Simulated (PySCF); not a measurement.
NMR data simulated for an unnamed compound:

1H NMR (400 MHz, computed): δ 6.84 (m, 1H), 6.48 (m, 1H), 5.93 (br s, 1H), 5.13 (m, 1H), 4.76 (m, 1H), 2.78 (m, 1H), 1.71 (m, 1H), 1.23 (m, 1H), 1.10 (m, 1H), 0.90 (m, 1H).

13C{1H} NMR (computed): δ 185.3 (C), 158.0 (CH), 154.1 (CH), 40.6 (CH), 26.1 (C), 18.7 (CH2), 15.8 (CH2).

- shielding tensors at PBE0/pcSseg-1 (GIAO)
- geometry: GFN2-xTB
- code: PySCF 2.14
- a single conformation, non-relativistic Hamiltonian, gas phase

Scale: TMS for 1H (σ = 31.72 ppm) and 13C (σ = 186.93 ppm) (reference shieldings calculated alike).

Problem. Which of these does the molecule contain: a (CH3)2CH unit, a benzene ring, a Si–H bond, a non-aromatic C=C double bond, a three-membered ring, a tert-butyl group?

Solution. 
- A (CH3)2CH unit: no.
- A benzene ring: no.
- A Si–H bond: yes (δH 5.13 (m), 4.76 (m)).
- A non-aromatic C=C double bond: yes.
- A three-membered ring: yes.
- A tert-butyl group: no.

The data belong to `O=C(O)C1([C@H]2C=C[SiH2]2)CC1`, C7H10O2Si; they needn't prove each group on their own.

Carbon signals by region: 1 in the far downfield region (above 160 ppm), 2 in the sp2 and nitrile region (100–160 ppm), 4 below 50 ppm. Above 160 ppm: 185.3, carboxylic acid carbon.

OH/NH shifts are gas-phase values; hydrogen bonding in solution moves them, usually downfield. Shifts are as computed. Against solution values, carbons near 30 ppm lie about +3 ppm off and those near 130 ppm about +5 ppm. Of 1309 compounds with measured shifts, 239 miss one by over three times the rms of a fit or turn the order of signals round; such compounds aren't used in these exercises. The C=O carbon of an acid or of an amide with N–H lies up to 10 ppm further downfield in solution, through hydrogen bonding that the calculation lacks. No couplings were computed; multiplicities are counted from neighbouring protons, with m where these are inequivalent, close in shift, in a saturated or five-membered ring or joined by F or P, and br s for small geminal =CH2 splittings.
